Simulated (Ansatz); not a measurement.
Calculated with Ansatz (gas phase, PBE0-D4/def2-TZVP geometries, no zero-point term in ΔE). CCSD(T)/CBS adds triple-zeta CCSD(T) − MP2 to the extrapolated MP2 energy (def2 sets, frozen cores). This one scheme is used for every species. DFT in def2-TZVPP. B3LYP here is the variant with VWN-RPA as its local correlation; programs differ in this. One conformer a species, not always the lowest.

Reaction (formal hydrolysis of the Si–Cl bond): `F[SiH](Cl)[SiH2]Cl` + H₂O → `O[SiH](F)[SiH2]Cl` + HCl

```
             level  ΔE (kJ/mol)  difference from CCSD(T)/CBS
            PBE-D4         -1.4                          3.0
         r2SCAN-D4         -6.4                         -2.0
           PBE0-D4         -1.4                          3.0
          B3LYP-D4         -7.7                         -3.3
           ωB97X-V         -7.5                         -3.1
           ωB97M-V         -7.1                         -2.7
            B2PLYP         -9.1                         -4.7
               PBE         -2.2                          2.2
            r2SCAN         -6.6                         -2.2
              PBE0         -2.2                          2.2
             B3LYP         -9.2                         -4.8
     HF/def2-TZVPP        -11.2                         -6.8
    MP2/def2-TZVPP         -5.9                         -1.5
SCS-MP2/def2-TZVPP         -8.8                         -4.4
   CCSD/def2-TZVPP        -10.5                         -6.1
CCSD(T)/def2-TZVPP         -9.7                         -5.3
     HF/def2-QZVPP        -11.3                         -6.9
    MP2/def2-QZVPP         -2.9                          1.5
SCS-MP2/def2-QZVPP         -5.8                         -1.4
      HF/CBS(def2)        -11.3                         -6.9
     MP2/CBS(def2)         -0.6                          3.8
    CCSD/CBS(def2)         -5.2                         -0.8
       CCSD(T)/CBS         -4.4                            0
```

Largest T1 diagnostic among the species: 0.012.

CCSD(T)/CBS has its own doubt, a few kJ/mol and more with outer-core shells, so smaller differences from it don't rank the levels.
